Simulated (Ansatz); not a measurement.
`O[Si](O)(O)[O][Sn]([Cl])([Cl])[O][Si](O)(O)O` + HCl → `O[Si](O)(O)[O][Sn]([Cl])([Cl])[Cl]` + `O[Si](O)(O)O`  (ligand exchange at the Sn–O bond)

Computed with Ansatz on PBE0-D4/def2-TZVP structures; ΔE is electronic, products minus reactants. CCSD(T)/CBS is the MP2 limit (def2-TZVPP, def2-QZVPP) plus CCSD(T) − MP2 in def2-TZVPP, frozen cores. This one scheme is used for every species. Functionals use def2-TZVPP. B3LYP here is the variant with VWN-RPA as its local correlation; programs differ in this. Elements past krypton have def2 core potentials. For Sn outer-core shells are correlated without core-valence functions, which leaves a few kJ/mol of doubt a bond. Each species was taken in one conformer, which may not be the lowest.

`O[Si](O)(O)[O][Sn]([Cl])([Cl])[O][Si](O)(O)O`:

```xyz
19

O    -0.940    3.507    0.294
Si   -0.521    1.963    0.060
O    -1.831    0.979   -0.129
O     0.377    1.937   -1.292
O     0.328    1.405    1.348
Sn    1.752    0.105    1.320
Cl    1.581   -1.118    3.252
Cl    3.802    1.081    1.163
O     1.505   -1.089   -0.179
Si    0.120   -1.751   -0.713
O     0.501   -3.231   -1.253
O    -0.577   -0.862   -1.891
O    -0.976   -1.755    0.524
H    -1.310    3.752    1.142
H    -1.891    0.251    0.500
H     0.315    1.149   -1.842
H    -0.055   -3.602   -1.939
H    -1.315   -0.313   -1.585
H    -0.866   -2.407    1.218
```

HCl:

```xyz
2

Cl    0.572    0.223   -0.178
H    -0.572   -0.223    0.178
```

`O[Si](O)(O)[O][Sn]([Cl])([Cl])[Cl]`:

Z-matrix (Å, degrees):
```
Si
O 1 1.633
O 1 1.628 2 115.6
Sn 1 3.175 2 74.8 3 -127.3
O 1 1.624 2 107.8 3 119.3
O 1 1.633 2 103.1 3 -119.0
H 2 0.958 1 118.8 3 -84.0
H 3 0.958 1 117.6 2 -77.1
Cl 4 2.289 1 102.0 2 50.6
Cl 4 2.288 1 95.4 2 -62.6
Cl 4 2.289 1 129.4 2 177.3
H 5 0.958 1 117.2 2 -156.5
```

`O[Si](O)(O)O`:

Z-matrix (Å, degrees):
```
Si
O 1 1.631
O 1 1.631 2 106.4
O 1 1.631 2 106.4 3 -124.1
O 1 1.631 2 115.9 3 118.0
H 2 0.958 1 116.6 3 -36.8
H 3 0.958 1 116.6 2 160.8
H 4 0.958 1 116.6 2 36.8
H 5 0.958 1 116.6 2 81.2
```

| level | ΔE (kJ/mol) | difference from CCSD(T)/CBS |
| --- | --- | --- |
| revPBE-D4 | -25.9 | 1.4 |
| ωB97X-V | -28.3 | -1.0 |
| PBE0 | -48.1 | -20.8 |
| B3LYP | -51.5 | -24.2 |
| BHLYP | -50.6 | -23.3 |
| CAM-B3LYP | -40.4 | -13.1 |
| HF/def2-SVP | -53.5 | -26.2 |
| CCSD/def2-SVP | -12.4 | 14.9 |
| CCSD(T)/def2-SVP | -5.2 | 22.1 |
| SCS-MP2/def2-QZVPP | -34.5 | -7.2 |
| CCSD(T)/CBS | -27.3 | 0 |

Largest T1 diagnostic among the species: 0.013.

From PBE to PBE0 (25 % exact exchange), in def2-TZVPP and without D4, ΔE moves by −3.4 kJ/mol. Leaving LDA and LC-ωPBE aside and taking each functional with its dispersion term where it has one, the values, not all of them listed here, spread over 19.2 kJ/mol, from B2PLYP to BLYP-D4. LDA lies +30.1 kJ/mol from PBE without D4. At CCSD(T), def2-SVP lies +22.1 kJ/mol from the extrapolated value and def2-TZVPP +3.3 kJ/mol.
